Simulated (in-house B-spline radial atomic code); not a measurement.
A fraction x of an electron is removed from 3p in Ge, starting from [Ar] 3d10 4s2 4p2 and keeping the highest spin. Computed with a B-spline radial code for spherical atoms: scalar-relativistic (X2C) PBE, spin-polarised, spherical fractional occupations, Fermi nucleus of rms radius 4.0742 fm.

| x | E(x) - E(0) (eV) | 3p down level (eV) |
| --- | --- | --- |
| 0 | 0.0000 | -115.276 |
| 0.1 | 11.6191 | -117.113 |
| 0.2 | 23.4240 | -118.990 |
| 0.35 | ? | ? |
| 0.46 | 55.0127 | -124.040 |
| 0.5 | 59.9902 | -124.837 |
| 0.57 | ? | ? |
| 0.66 | 80.2222 | -128.075 |
| 0.85 | 104.9296 | -132.020 |
| 0.96 | 119.5796 | -134.349 |
| 1 | 124.9706 | -135.204 |

**Question.** What belongs in the row x = 0.35?

**Answer.** An energy change of 41.4878 eV; 3p down at -121.875 eV.

**Question.** What belongs in the row x = 0.57?

**Answer.** An energy change of 68.7780 eV; 3p down at -126.244 eV.

**Question.** Check Janak's theorem between x = 0.1 and 0.2.

**Answer.** The slope of the energy is 118.05 eV; the orbital levels give 118.05 eV (-ε of the emptying orbital, averaged over the two points).
